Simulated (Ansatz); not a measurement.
Process, species as SMILES: [F][Cd][F] → [F][Cd][F] as doublet, charge -1 (an electron is taken up)
Structures are relaxed separately at B3LYP-D3(BJ)/def2-TZVP in Ansatz (a quantum-chemistry and plane-wave program). Frequencies are from Ansatz. [F][Cd][F] as doublet, charge -1: The spin state was set by rule; other spins were not relaxed.

Quantity: adiabatic electron affinity (0 K, with B3LYP-D3(BJ) harmonic zero-point energies), positive where the reaction releases energy, in eV. Valence correlation only, unless marked. Open shells are spin-unrestricted. Spin-orbit coupling is left out. The frozen core is the preceding noble-gas configuration, with the filled d and f shells of earlier blocks. In def2 rows, elements after Kr have scalar-relativistic effective core potentials. Anions need diffuse functions: def2-D sets add few; the other sets have none. 

| level | program | adiabatic electron affinity (eV) |
|---|---|---|
| HF/def2-QZVPPD | Ansatz | 0.98 |
| PBE-D4/def2-TZVPD | Ansatz + dftd4 | 1.48 |
| r2SCAN0-D4/def2-TZVPD | Ansatz + dftd4 | 1.46 |
| HSE06/def2-TZVPD | Ansatz | 1.40 |
| RPA@PBE/def2-TZVPP | Ansatz | 1.24 |
| RPA@PBE/def2-QZVPP | Ansatz | 1.53 |
